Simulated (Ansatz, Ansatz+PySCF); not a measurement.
```yaml
atoms:
  - { symbol: H, position_ang: [0.0000, 0.0906, -1.2410] }
  - { symbol: C, position_ang: [0.0000, -0.3865, -0.1513] }
  - { symbol: S, position_ang: [0.0000, 0.2959, 1.3923] }
```

Basis set: def2-SVP (spherical functions). Left uncorrelated: 6 orbitals. Correlation on ROHF uses semicanonical orbitals with singles. Charge 0, multiplicity 2.

Computed with Ansatz (development build ahead of 0.2.0); each method stands on the lowest determinant of its kind that the runs found.

The atomization energy at this shape (free ground-state atoms in the same class of orbitals less the molecule, no zero-point energy) of doublet CHS:

```tsv
method	atomization energy
ROHF-CCSD(T)	8.77 eV
UHF-CCSD(T)	8.71 eV
ROHF-MP2	8.82 eV
ROHF	5.76 eV
UHF	6.03 eV
```

**Question.** What does UHF-MP2 give?

**Answer.** 8.15 eV. Caution: the shape is not the minimum. Caution for UHF-CCSD(T): another reference gives a lower total. Caution for UHF-CCSD(T), UHF-MP2, UHF: the unrestricted determinant is spin contaminated.
